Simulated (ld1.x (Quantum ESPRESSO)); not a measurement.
**boron (B) ultrasoft: all-electron and pseudo phase curves**

| Quantity | Value |
| --- | --- |
| Element | boron (B) |
| Generator | ld1.x (Quantum ESPRESSO) 7.5 |
| Type | ultrasoft |
| Functional | PBE |
| Relativity | scalar-relativistic |
| Frozen core | [He] |
| Valence charge | 3 |
| Reference configuration | 2s2 2p1 |
| Partial waves | 2s (bound): rcut 1.25, rcutus 1.55 bohr; 2s channel at 0.05 Ry: rcut 1.25, rcutus 1.55 bohr; 2p (bound): rcut 2.90, rcutus 3.20 bohr; 2p channel at 1.8 Ry: rcut 2.90, rcutus 3.20 bohr; 3d channel at 0.5 Ry: rcut 2.30, rcutus 2.95 bohr; 3d channel at 2 Ry: rcut 2.30, rcutus 2.95 bohr |
| Local potential | all-electron potential smoothed inside 1.55 bohr (lloc = -1) |
| Core correction | none |
| Augmentation charge | PSQ, inside the norm-conserving radii |

The phase is arctan(r·u′/u) with u = r·R(r), unwrapped; energies in Ry, scanned from -3 to 5 Ry. A pole is an energy at which the radial function vanishes at the test radius. The pseudo phase is shifted by a multiple of π to meet the all-electron one at the reference energy, and phase errors are pseudo minus all-electron; the curves can meet again beyond the range given. Levels narrower than the energy grid can be missing from the lists of poles.

**Question.** For each channel, where are the poles, and over which energies does the pseudopotential scatter like the atom?

**Answer.**

```
channel  radius (bohr)  reference energy (Ry)  poles, all-electron  poles, pseudo  unbroken range about the reference energy with phases within 0.05 rad  phase error 1 Ry above the reference energy (rad)
      s           3.48                  -0.69          -0.54, 2.53    -0.54, 2.53                                                              below 4.6                                             -0.000
      p           3.48                  -0.27          -0.05, 2.54    -0.05, 2.52                                                              below 3.8                                             -0.012
      d           3.48                   0.50                 1.71           1.71                                                              below 2.4                                             -0.000
```

Phases in the d channel:

```tsv
E (Ry)	all-electron	pseudo
-3.00	1.412	1.412
-2.52	1.399	1.399
-2.04	1.382	1.382
-1.56	1.359	1.359
-1.08	1.325	1.325
-0.60	1.270	1.270
-0.12	1.157	1.157
0.36	0.783	0.783
0.84	-0.845	-0.845
1.32	-1.429	-1.429
1.80	-1.596	-1.596
2.28	-1.719	-1.722
2.76	-1.929	-1.900
3.24	-3.118	-2.724
3.72	-4.371	-4.236
4.20	-4.572	-4.510
4.68	-4.653	-4.604
```
